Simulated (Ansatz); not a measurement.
Program: Ansatz. Geometries: PBE0-D4/def2-TZVP. ΔE: electronic, gas phase. CCSD(T)/CBS is the MP2 limit (def2-TZVPP, def2-QZVPP) plus CCSD(T) − MP2 in def2-TZVPP, frozen cores. This one scheme is used for every species. DFT in def2-TZVPP. B3LYP here is the variant with VWN-RPA as its local correlation; programs differ in this. def2 core potentials past Kr. For Hf, Se outer-core shells are correlated without core-valence functions, which leaves a few kJ/mol of doubt a bond. Scalar relativity is left out up to krypton. One conformer a species, not always the lowest.

Consider the formal hydrolysis of the Hf–Se bond: `C[Se][Hf]([Cl])([Cl])[Cl]` + H₂O → `[OH][Hf]([Cl])([Cl])[Cl]` + `C[SeH]`.

| level | ΔE (kJ/mol) | difference from CCSD(T)/CBS |
| --- | --- | --- |
| BHLYP-D4 | -49.6 | -13.5 |
| PBE0 | -46.7 | -10.6 |
| B3LYP | -62.0 | -25.9 |
| r2SCANh | -46.8 | -10.7 |
| r2SCAN0 | -46.5 | -10.4 |
| CCSD/def2-SVP | -71.9 | -35.8 |
| SCS-MP2/def2-TZVPP | -41.4 | -5.3 |
| CCSD/def2-TZVPP | -47.7 | -11.6 |
| HF/def2-QZVPP | -74.0 | -37.9 |
| HF/CBS(def2) | -74.1 | -38.0 |
| CCSD(T)/CBS | -36.1 | 0 |

Largest T1 diagnostic among the species: 0.014.

Leaving LDA and LC-ωPBE aside and taking each functional with its dispersion term where it has one, the values, not all of them listed here, spread over 23.6 kJ/mol, from CAM-B3LYP-D4 to HSE06-D4. LDA lies +4.6 kJ/mol from PBE without D4. In def2-TZVPP, CCSD(T) changes the Hartree–Fock value by +33.6 kJ/mol (the triples alone add +7.6 kJ/mol) and MP2 by +44.5 kJ/mol. At CCSD(T), def2-SVP lies −29.9 kJ/mol from the extrapolated value and def2-TZVPP −4.0 kJ/mol.
